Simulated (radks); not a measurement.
Polarisability of neutral silver, [Kr] 4d10 5s1, at imaginary frequency. Method: scalar-relativistic Kohn-Sham, LDA (Slater exchange, VWN5 correlation), spin-polarised, spherical densities, finite nucleus; open shells are filled with parallel spins first (spin-orbit coupling, left out, can overturn this in heavy ions); Fermi nuclear charge, rms radius 4.5454 fm; computed with a radial shooting solver on a logarithmic mesh with Libxc functionals. Response by self-consistent Sternheimer equations with the Hartree and adiabatic LDA kernel, the relativistic mass of each level held fixed and spin-orbit coupling left out.

w (hartree)  alpha1(iw) (bohr^3)  alpha2(iw) (bohr^5)
0.00266                    44.72                401.0
0.0143                     44.45                399.5
0.0360                     43.03                391.3
0.0697                     39.13                367.9
0.118                      32.41                322.9
0.186                      24.57                258.5
0.280                      17.66                187.5
0.413                      12.42                124.6
0.605                      8.620                77.24
0.892                      5.820                45.18
1.35                       3.701                24.77
2.12                       2.101                12.35
3.59                      0.9825                5.247
6.94                      0.3393                1.656
17.5                     0.07417               0.2888

Static values: alpha1 = 44.73 bohr^3 (6.629 angstrom^3; uncoupled 71.93), alpha2 = 401.1 bohr^5, alpha3 = 7387 bohr^7. C6 = 353.5, C8 = 16780, triple-dipole C9 = 10470 atomic units. One-pole (London) frequency 4 C6 / (3 alpha1^2) = 0.236 hartree, against 0.183 for minus the highest occupied eigenvalue. Recommended static value: 55 bohr^3 (Schwerdtfeger and Nagle, 2023 table).
